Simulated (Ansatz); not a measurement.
Stretching the Ge1–H4 bond in CH6GeO (SMILES C[O][GeH3]) (multiplicity 1 held, fragments rigid). Energies count from the point at 1.532 Å.
Geometry at that point (charge 0, multiplicity 1):
```xyz
9

Ge     0.7062    -0.1175     0.1180
O     -0.9059    -0.1263    -0.6599
C     -1.9800     0.5128     0.0058
H      1.6113    -0.8802    -0.8543
H      1.1614     1.3442     0.3114
H      0.6049    -0.8178     1.4893
H     -1.7930     1.5836     0.1537
H     -2.8707     0.4037    -0.6151
H     -2.1851     0.0600     0.9838
```

Restricted levels (R-, RO-) in cc, def2 and unpolarised 6-31G sets keep to the state of the molecule at rest. U- levels take the lowest unrestricted solution at each point, which mixes spins at long bonds. Active spaces are followed from a long bond inwards. Levels need not reach the same state.

Frozen-core correlation. Filled d and f shells under p-block atoms count as core.

The values were computed with Ansatz (Gaussian orbitals). 

Energies in kcal/mol.

| R (Å) | R-CCSD/cc-pVDZ | U-CCSD/cc-pVDZ | CASSCF(2,2)/cc-pVDZ | FIC-NEVPT4(SD) on CASSCF(2,2)/cc-pVDZ | FIC-MRCISD on CASSCF(2,2)/cc-pVDZ | FIC-MRCISD+Q on CASSCF(2,2)/cc-pVDZ |
|---|---|---|---|---|---|---|
| 1.225 | 32.1 | 32.1 | 33.8 | 32.2 | 32.2 | 32.0 |
| 1.379 | 6.4 | 6.4 | 7.4 | 6.5 | 6.6 | 6.5 |
| 1.532 | 0.0 | 0.0 | 0.0 | 0.0 | 0.0 | 0.0 |
| 1.685 | 3.7 | 3.7 | 2.6 | 3.5 | 3.5 | 3.6 |
| 1.838 | 12.4 | 12.4 | 10.3 | 12.0 | 11.9 | 12.2 |
| 2.068 | 29.0 | 29.0 | 25.1 | 28.2 | 28.0 | 28.5 |
| 2.298 | 45.6 | 45.9 | 40.0 | 44.2 | 43.8 | 44.5 |
| 2.681 | 67.9 | 68.8 | 59.6 | 65.1 | 64.5 | 65.5 |
| 3.063 | 82.2 | 81.5 | 71.3 | 77.4 | 76.8 | 77.9 |
| 3.523 | 90.9 | 86.2 | 77.6 | 84.0 | 83.4 | 84.5 |
| 4.136 | 95.3 | 87.2 | 80.0 | 86.6 | 86.0 | 87.1 |
| 4.902 | 96.7 | 87.4 | 80.6 | 87.2 | 86.5 | 87.7 |

Doubts at one or more of the structures used: a restricted determinant that unrestricted orbitals would lower (R-CCSD/cc-pVDZ); other coupled-cluster roots lie near (R-CCSD/cc-pVDZ); T1 above 0.05 (R-CCSD/cc-pVDZ, U-CCSD/cc-pVDZ); a spin-contaminated determinant (U-CCSD/cc-pVDZ).

Ansatz is a first-principles code.
